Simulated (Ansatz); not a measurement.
Born–Oppenheimer molecular dynamics of AlF₂I (4 atoms, charge 0, multiplicity 1). It starts from a relaxed structure.

Computed with Ansatz, RKS B3LYP-D4/def2-SVP.

| Quantity | Value |
| --- | --- |
| ensemble | NVE (velocity Verlet) |
| time step | 2 fs |
| steps asked | 150 |
| starting velocities drawn for | 300 K |
| seed | 329777 |

First frame:

```xyz
4
Properties=species:S:1:pos:R:3
F 1.141 0.627 1.176
Al 0.140 -0.111 0.089
F 0.304 -1.741 -0.132
I -1.530 1.165 -1.153
```

(1) How far do the bonds stretch over the last three quarters of this one trajectory? (Pairs bonded in most of those frames.)

Answers

(1) 
```tsv
bond	mean (Å)	spread (Å)	shortest	longest
F1–Al2	1.654	0.019	1.62	1.68
Al2–F3	1.654	0.020	1.62	1.69
Al2–I4	2.447	0.035	2.36	2.51
```

Mean temperature of the second half: 148 K. The conserved energy stayed within 0.18 meV per atom of its start (net change 0.13 meV per atom), so the integration is sound. The temperature averaged 0.49 of the 300 K drawn at the start: a run that starts near a minimum puts about half its kinetic energy into the potential. A run of 0.3 ps of so small a system gives no equilibrium averages.

Time of the run: 3.7 min on 1 CPU thread of a shared host.
